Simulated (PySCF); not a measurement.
[Eu(OH)3(NH3)]− at several levels of theory

Computed with PySCF 2.14.0 (density fitting, no spin-orbit coupling) at the geometry relaxed with PBE0:

```xyz
11
[Eu(OH)3(NH3)]− (singlet in the valence; each metal's 4f electrons, 7 of them, lie in its core potential, out of spins and levels)
Eu    0.2278   -0.2803    0.3246
O     1.2862    1.5078    1.2946
H     1.7541    2.2115    1.7483
O    -1.5976   -1.2124    1.3512
H    -2.3025   -1.6636    1.8198
O     1.2018   -1.3646   -1.4453
H     1.6671   -1.8599   -2.1227
N    -1.2985    1.3321   -1.2930
H    -1.9079    1.9244   -0.7344
H    -0.6912    1.9276   -1.8506
H    -1.8734    0.7765   -1.9214
```

```tsv
level	basis	state	HOMO (eV)	gap (eV)	charge on Eu1 (e)	population of f-type functions on Eu1 (polarisation alone where 4f lies in the core)	dipole about the centre of mass (D)	largest force component (eV/Å)
PBE0	Eu lcecp-0-SVP with ECP53, O def2-SVP, H def2-SVP, N def2-SVP	singlet	–	–	0.41	0.04	4.01	0.01
BLYP	the same	singlet	–	–	0.11	0.04	3.99	0.56
PBE0	Eu lcecp-0-TZVP with ECP53, O def2-TZVP, H def2-TZVP, N def2-TZVP	singlet	–	–	1.07	0.05	3.74	0.33
```

In the lcecp rows the 4f levels are missing from HOMO and gap, and the state counts the valence alone.

Charges are Mulliken's, which hang on the basis. The relaxation used the grid (50, 194), these runs (75, 302) or, all-electron (x2c bases, spin-free X2C Hamiltonian), (99, 590).

**Question.** What does M06-L with Eu lcecp-0-SVP with ECP53, O def2-SVP, H def2-SVP, N def2-SVP give here?

**Answer.** state singlet, charge on Eu1 (e) 0.57, population of f-type functions on Eu1 (polarisation alone where 4f lies in the core) 0.04, dipole about the centre of mass (D) 3.82, largest force component (eV/Å) 0.18. Time: 13 s on 2 threads of Arm Neoverse V2 (shared host), from an already converged density.

No frequency check is given that shows the relaxed geometry to be a minimum. An lcecp potential fixes the number of 4f electrons, so in runs with it no electron can move into or out of that shell.
